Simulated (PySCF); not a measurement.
Be2H2, SMILES [BeH][BeH]. Atoms are numbered in the order given.

```xyz
4

H      0.0000     0.0000    -2.3969
Be     0.0000     0.0000    -1.0514
Be     0.0000     0.0000     1.0514
H      0.0000     0.0000     2.3969
```
Charge 0, spin multiplicity 1.

Geometry optimised at PBE0-D3(BJ)/def2-TZVPD.

Computed with PBE0/pcJ-2 (PySCF).

Isotropic couplings with Fermi-contact, spin-dipole and both spin-orbit terms, one fixed conformer, no vibrational averaging. Isotopes: 1H.

Computed spin–spin coupling constants:
```tsv
pair	bonds apart	J (Hz)
H1–H4	3	5.8
```
